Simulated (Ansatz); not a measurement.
Born–Oppenheimer molecular dynamics of CH$_{3}$BTe (6 atoms, charge 0, multiplicity 1). It starts from a relaxed structure.

Method: Ansatz 0.2.0, RKS PBE0/def2-SVP.

```
ensemble        : NVT, Langevin thermostat
time step       : 0.5 fs
steps asked     : 150
set temperature : 500 K
friction        : 0.001 /fs
seed            : 385028
```

First frame:

```xyz
6
Properties=species:S:1:pos:R:3
B -0.475 -0.601 -0.476
C 0.188 0.590 0.210
Te 1.053 -1.422 0.713
H -1.335 -0.948 -1.234
H 0.891 1.234 -0.330
H -0.279 1.082 1.071
```

Q: What does the run give?

A: All steps were run.

```
steps done                                               : 150
time covered                                             : 75 fs
mean temperature over the second half                    : 243 K
spread of the potential energy over the second half      : 8.4 meV per atom
mean potential energy of the second half above the start : 29.8 meV per atom
```

The mean temperature of the second half is 51 % below the set value. A run of 0.075 ps of so small a system gives no equilibrium averages.

Q: What happens to the structure?

A: The same pairs are bonded in the first frame and the last. Pairs count as bonded within 1.25 times the sum of covalent radii (0.12 Å more for H–H). The details hang on the random start.

Q: How do temperature and energy run in time?

A: 
| time (fs) | T (K) | potential energy less start (eV) |
| --- | --- | --- |
| 0.0 | 417 | 0.000 |
| 3.5 | 287 | 0.086 |
| 7.0 | 158 | 0.188 |
| 10.5 | 161 | 0.190 |
| 14.0 | 87 | 0.247 |
| 17.5 | 110 | 0.243 |
| 21.0 | 277 | 0.120 |
| 24.5 | 326 | 0.096 |
| 28.0 | 284 | 0.134 |
| 31.5 | 312 | 0.092 |
| 35.0 | 253 | 0.155 |
| 38.5 | 193 | 0.212 |
| 42.0 | 200 | 0.214 |
| 45.5 | 173 | 0.214 |
| 49.0 | 220 | 0.190 |
| 52.5 | 314 | 0.126 |
| 56.0 | 336 | 0.116 |
| 59.5 | 323 | 0.114 |
| 63.0 | 318 | 0.115 |
| 66.5 | 217 | 0.203 |
| 70.0 | 184 | 0.234 |
| 73.5 | 181 | 0.230 |

Run time: 3.2 min on 1 thread of Intel(R) Xeon(R) 6975P-C (Granite Rapids), on a shared host, peak memory 0.24 GiB.
